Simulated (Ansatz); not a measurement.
Cl₂F₂Zr, SMILES `[F][Zr]([F])([Cl])[Cl]`, relaxed with RKS PBE0-D4/def2-TZVP in Ansatz 0.2.0 from a PBE-D4/def2-SVP geometry. The force threshold is 0.005 eV/Å; the program also tests the step.

Total charge 0; spin multiplicity 1. Zr takes the def2 core potential.

Start:

```xyz
5

F    -0.221    0.222    1.929
Zr   -0.054    0.061    0.045
F    -1.179    1.353   -0.774
Cl    2.173    0.454   -0.580
Cl   -0.719   -2.089   -0.620
```

By how much does the energy fall, and how many steps does the optimiser take? (Best estimate.)

Computed: 0.31 kcal/mol, in 3 steps.

Which bonds change most? (An estimate is asked.)

The calculation gave: F1–Zr2 from 1.898 to 1.882 Å; Zr2–F3 from 1.898 to 1.882 Å; Zr2–Cl4 from 2.347 to 2.330 Å; Zr2–Cl5 from 2.347 to 2.330 Å.

Give the relaxed structure. (An estimate is asked.)

Ansatz gave: 
```xyz
5

F    -0.219    0.219    1.913
Zr   -0.055    0.061    0.045
F    -1.169    1.341   -0.769
Cl    2.157    0.452   -0.575
Cl   -0.715   -2.074   -0.614
```
